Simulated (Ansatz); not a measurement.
A single point on CH$_{5}$FSiTe (`FC([SiH3])[TeH]`).

```yaml
crystal:
  periodic: [false, false, false]
  atoms:
    - {symbol: F, position_ang: [-0.338064, 0.254814, -1.830114]}
    - {symbol: C, position_ang: [-0.135381, 0.442851, -0.473484]}
    - {symbol: Si, position_ang: [0.890642, -0.970645, 0.265925]}
    - {symbol: Te, position_ang: [-1.996716, 0.581000, 0.597613]}
    - {symbol: H, position_ang: [0.354246, 1.409662, -0.333540]}
    - {symbol: H, position_ang: [1.422819, -0.517794, 1.574820]}
    - {symbol: H, position_ang: [2.004496, -1.307963, -0.656590]}
    - {symbol: H, position_ang: [0.018712, -2.158731, 0.455171]}
    - {symbol: H, position_ang: [-2.132255, 2.220605, 0.383197]}
basis:
  gaussian: {orbitals: def2-TZVPP}
hamiltonian: {xc: pbe}
correlation: {method: rpa}
```

```sh
$ ansatz run in.yaml --threads 4 --pin off --events-out ev --progress --plain
```

Output, abridged:

```
Functional definition: PBE
1498 factors; integrals over basis functions are off by at most 1.1e-3 eV
mean field evaluation 1: about -18993.0916 eV, gradient 4.9e1 eV
mean field evaluation 2: about -18993.0800 eV, gradient 4.9e1 eV
mean field evaluation 4: about -18998.6467 eV, gradient 1.3e1 eV
mean field evaluation 8: about -18999.0079 eV, gradient 9.0e-1 eV
mean field evaluation 16: about -18999.0086 eV, gradient 1.9e-4 eV
mean field -18999.00859420 eV, -698.2006878463 hartree, gradient 2.7e-6 eV, S^2 0.000000; 0 other end points of the search recorded, 0 dependent functions left out
11 core orbitals not correlated: weight in the atoms' cores, before any rotation towards them, 1.000 or more for the frozen orbitals, at most 0.000 for the correlated occupied ones
reference -18942.61388357 eV, -696.1282204563 hartree; 18, 18 occupied and 195, 195 virtual orbitals, 1498 factors
Total energy: -18984.05768465 eV, -697.6512520544 hartree
```

It took 7 s on 4 threads of a server CPU on a shared host, with 0.54 GiB of host memory at the peak.
